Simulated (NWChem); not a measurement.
Species: AlNH$_{4}$O$_{2}$; SMILES [NH2][Al]([OH])[OH]

```xyz
8

Al    -0.0025    -0.0195     0.0000
O      1.1336    -1.2866     0.0000
H      2.0869    -1.2085     0.0000
O     -1.6568    -0.4108     0.0000
H     -1.9804    -1.3121     0.0000
N      0.4295     1.6911     0.0000
H     -0.2583     2.4352     0.0000
H      1.3636     2.0801     0.0000
```
Atoms are numbered in this order, from 1.

Geometry: optimised at PBE0/def2-SVP.

Symmetry labels are those of Cs in the frame above (b1 and b2, or b-type labels, depend on it).

### Question
List the 4 lowest vertical singlet excitations from B3LYP/def2-SVPD, full TDDFT (NWChem).

### Answer
```csv
state,energy (eV),oscillator strength,symmetry,leading excitation (squared amplitude)
S1,5.32,0.026,a",HOMO → LUMO (0.99)
S2,6.66,0.000,a",HOMO−1 → LUMO (0.96)
S3,6.99,0.011,a",HOMO → LUMO+1 (0.77)
S4,7.18,0.022,a",HOMO → LUMO+2 (0.78)
```
